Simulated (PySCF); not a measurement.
C2H6FInO, SMILES C[O][In]([CH3])[F].

The structure is a stationary point at PBE-D3(BJ)/def2-SVP. The structure was generated by enumeration; whether it is a known compound was not checked. The def2 effective core potentials stand for the cores of In; spin–orbit coupling is left out. The values are those of a single conformer.

Computed with PBE/def2-TZVP run with PySCF.

Gas-phase values at a fixed geometry.

```yaml
total_energy: -444.87900 hartree
highest_occupied_level: -6.05 eV
lowest_empty_level: -2.45 eV
orbital_gap: 3.59 eV
dipole_moment: 4.44 D
quadrupole, principal values (traceless, Buckingham form, about the centre of nuclear charge): -7.78, 0.82, 6.96 D·Å
mean_static_polarisability: 68.1 bohr³ (10.09 Å³)
polarisability_principal_values: 50.2, 67.9, 86.2 bohr³
```
